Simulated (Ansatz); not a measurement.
## The HOMO–LUMO gap down a group: F to I

All atoms of one element are swapped for its congeners: GeH2F2 (difluorogermane) `[F][GeH2][F]`; GeH2Cl2 (dichlorogermane) `[Cl][GeH2][Cl]`; GeH2Br2 `[Br][GeH2][Br]`; GeH2I2 `[I][GeH2][I]`. All are singlets with charge 0.

Shapes, held fixed at every level: PBE0-D4/def2-TZVP. Programs: Ansatz 0.2.0. Values in eV.

Q: How should the HOMO–LUMO gap change along the series?

A: At wB97M-V/def2-TZVPP the HOMO–LUMO gap falls at every step, from 14.17 to 9.66 eV. Every level shows the same order. For atoms past krypton def2 sets carry core potentials with scalar relativity. Relativity is left out for Br, Ge unless named. Orbital gaps aren't excitation energies, and the LUMO depends on the basis.

| level | GeH2F2 | GeH2Cl2 | GeH2Br2 | GeH2I2 |
| --- | --- | --- | --- | --- |
| SPW92/def2-TZVPP | 7.34 | 5.78 | 4.91 | 3.78 |
| r2SCAN-D4/def2-TZVPP | 8.35 | 6.62 | 5.64 | 4.35 |
| B3LYP-D4/def2-TZVPP | 9.52 | 7.75 | 6.67 | 5.26 |
| BHLYP-D4/def2-TZVPP | 12.34 | 10.58 | 9.28 | 7.56 |
| r2SCAN0-D4/def2-TZVPP | 10.54 | 8.74 | 7.60 | 6.06 |
| wB97M-V/def2-TZVPP | 14.17 | 12.55 | 11.35 | 9.66 |
